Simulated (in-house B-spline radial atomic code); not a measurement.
**Ionising Rh III (Rh2+) with different functionals**

Computed with a radial B-spline atomic code at the basis-set limit: scalar-relativistic (spin-free X2C) Hamiltonian, Fermi nucleus of rms radius 4.4945 fm, spin-polarised at highest spin, spherical fractional occupations for the functionals, the average over the highest-spin determinants for Hartree-Fock. The ionisation energy is the difference of two self-consistent energies, [Kr] 4d7 → [Kr] 4d6, without Breit or QED terms; ε is the level of the shell that loses the electron (its least bound occupied spin orbital). There is no spin-orbit coupling in this Hamiltonian.

Hybrids are left out here: with spherical fractional occupations of an open shell their exact exchange keeps a self-interaction that integer-occupation calculations don't have.

```
           method          rung  ΔSCF (eV)  -ε(4d) (eV)
     Hartree-Fock  Hartree-Fock      28.76        30.23
         LDA VWN5           LDA      31.32        24.85
         LDA PW92           LDA      31.32        24.85
LDA exchange-only           LDA      29.44        23.10
              PBE           GGA      30.91        24.47
           PBEsol           GGA          ?            ?
             BLYP           GGA      30.90        24.45
             RPBE           GGA      30.82        24.37
             PW91           GGA      31.00        24.56
             BP86           GGA      31.05        24.61
             AM05           GGA      30.96        24.51
             OLYP           GGA          ?            ?
             TPSS      meta-GGA      30.69        24.26
             SCAN      meta-GGA      30.45        24.14
           r2SCAN      meta-GGA      30.43        24.11
          revTPSS      meta-GGA      30.61        24.19
```

**Question.** What does PBEsol give?

**Answer.** ΔSCF 30.92 eV, and -ε(4d) = 24.48 eV.

**Question.** What does OLYP give?

**Answer.** ΔSCF 30.90 eV, and -ε(4d) = 24.41 eV.

**Question.** How do they compare with the NIST value?

**Answer.** NIST lists 31.060 eV (semi-empirical, ground level to ground level). Errors run from -2.30 to +0.26 eV; BP86 is closest (-0.01 eV), but part of that can be cancellation, since the calculations leave out spin-orbit coupling, Breit-QED terms, multiplet and fine-structure energies. Hartree-Fock also lacks correlation.
